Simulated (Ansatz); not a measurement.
`C[N](C)[Sn][OH]` + H–F → `C[N](C)[Sn][F]` + H₂O at 500 K and 1 bar (ligand exchange at the Sn–O bond).

Calculated with Ansatz (gas phase, PBE0-D4/def2-TZVP geometries, no zero-point term in ΔE). CBS: MP2 limit from def2 TZ/QZ plus the TZ coupled-cluster correction, frozen cores. This one scheme is used for every species. def2 core potentials past Kr. For Sn outer-core shells are correlated without core-valence functions, which leaves a few kJ/mol of doubt a bond. One conformer a species, not always the lowest.

```json
{"species": "`C[N](C)[Sn][OH]`", "CCSD(T)/CBS energy (Eh)": "-424.25421", "H − E (kJ/mol)": "297.1", "S (J/(mol·K))": "440.6"}
{"species": "H–F", "CCSD(T)/CBS energy (Eh)": "-100.39570", "H − E (kJ/mol)": "39.4", "S (J/(mol·K))": "188.7"}
{"species": "`C[N](C)[Sn][F]`", "CCSD(T)/CBS energy (Eh)": "-448.28993", "H − E (kJ/mol)": "264.6", "S (J/(mol·K))": "418.1"}
{"species": "H₂O", "CCSD(T)/CBS energy (Eh)": "-76.37941", "H − E (kJ/mol)": "73.2", "S (J/(mol·K))": "206.3"}
```

H − E and S are ideal-gas, rigid-rotor, harmonic terms from PBE0-D4/def2-TZVP, for one conformer and one mirror image of each species. 1 Eh = 2625.50 kJ/mol, R = 8.31446 J/(mol·K).

By hand: ΔE, ΔH, ΔS and ΔG.

ΔE = (-448.28993) + (-76.37941) − (-424.25421) − (-100.39570) = -0.01943 Eh = -51.0 kJ/mol. Δ(H − E) = 264.6 + 73.2 − 297.1 − 39.4 = 1.3, so ΔH = -49.7 kJ/mol. ΔS = 418.1 + 206.3 − 440.6 − 188.7 = -4.9 J/(mol·K). ΔG = -49.7 − 500 × (-4.9)/1000 = -47.2 kJ/mol.

By hand: the equilibrium constant, and the temperature at which ΔG would vanish if ΔH and ΔS stayed fixed.

log₁₀ K = −ΔG/(RT ln 10) = 4.9. ΔG = 0 at ΔH/ΔS = 10143 K, far beyond where these terms or the molecules hold.

The number of gas molecules stays the same, so ΔS is small and ΔH decides. A doubt of 5 kJ/mol in ΔE shifts log₁₀ K by 0.5 here. Other conformers and mirror images would add mixing entropy, several J/(mol·K) or more a flexible species. Modes under 60 cm⁻¹, often nearly free rotors, make the harmonic entropy too high. These are equilibria of isolated gas molecules and say nothing of rates. Largest T1 diagnostic: 0.017 (customary marks: 0.02 for closed shells, 0.045 for open ones).
